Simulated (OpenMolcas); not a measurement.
Computed levels of 5d⁵ in ions with 73 electrons, in cm-1 above ⁶S_5/2.

```yaml
Program: OpenMolcas 26.06
Method: RASSCF
Basis: ANO-R2
Scalar_Hamiltonian: X2C, finite nucleus
Spin-orbit_coupling: state interaction with AMFI integrals over the reference wave functions, term energies averaged over their components
```

Active space for each ion: 11 electrons in 8 orbitals (RAS1 5p, at most 2 holes; RAS2 5d).

```json
{"Level": "⁴G_7/2", "Os3+": "25325", "Ir4+": "27536", "Au6+": "31313"}
{"Level": "⁴G_11/2", "Os3+": "26366", "Ir4+": "28945", "Au6+": "33524"}
{"Level": "⁴G_9/2", "Os3+": "27096", "Ir4+": "29943", "Au6+": "35202"}
{"Level": "⁴P_1/2", "Os3+": "27944", "Ir4+": "30746", "Au6+": "36005"}
{"Level": "⁴D_7/2", "Os3+": "31897", "Ir4+": "35456", "Au6+": "42460"}
{"Level": "⁴D_1/2", "Os3+": "35059", "Ir4+": "39425", "Au6+": "48370"}
{"Level": "²I_11/2", "Os3+": "37738", "Ir4+": "41778", "Au6+": "49716"}
{"Level": "²I_13/2", "Os3+": "40958", "Ir4+": "45752", "Au6+": "55173"}
{"Level": "²H_9/2", "Os3+": "46168", "Ir4+": "51369", "Au6+": "61535"}
```

Question: Estimate ⁴G_7/2, ⁴G_11/2 for Pt5+ from its neighbours Ir4+ and Au6+.

Answer: ⁴G_7/2 is another term, which grows about linearly with the charge: (27536 + 31313) / 2 = 29424. The calculation gives 29431, so the estimate is off by 0 %.
⁴G_11/2 is another term, which grows about linearly with the charge: (28945 + 33524) / 2 = 31234. The calculation gives 31241, so the estimate is off by 0 %.

Mixed levels, with the weight of the term that names them: Os3+ ⁴G_7/2 (72 %), Os3+ ⁴P_1/2 (74 %), Os3+ ⁴D_7/2 (74 %), Os3+ ²I_11/2 (75 %), Os3+ ²H_9/2 (57 %), Ir4+ ⁴G_7/2 (66 %), Ir4+ ⁴P_1/2 (72 %), Ir4+ ⁴D_7/2 (69 %), Ir4+ ²I_11/2 (72 %), Ir4+ ²H_9/2 (56 %), Pt5+ ⁴G_7/2 (61 %), Pt5+ ⁴P_1/2 (70 %), Pt5+ ⁴D_7/2 (63 %), Pt5+ ²I_11/2 (70 %), Pt5+ ²H_9/2 (55 %), Au6+ ⁴G_7/2 (57 %), Au6+ ⁴G_11/2 (73 %), Au6+ ⁴P_1/2 (68 %), Au6+ ⁴D_7/2 (57 %), Au6+ ⁴D_1/2 (75 %), Au6+ ²I_11/2 (68 %), Au6+ ²H_9/2 (54 %).

Without dynamic correlation excited terms often stand tens of per cent too high (terms of higher spin than the ground term too low), and those without a measured partner can miss by more than the paired ones. Active for correlation alone: 5p; no level in the range computed is led by a configuration that opens it, so any true level of that kind is missing. Only configurations of the active space appear.
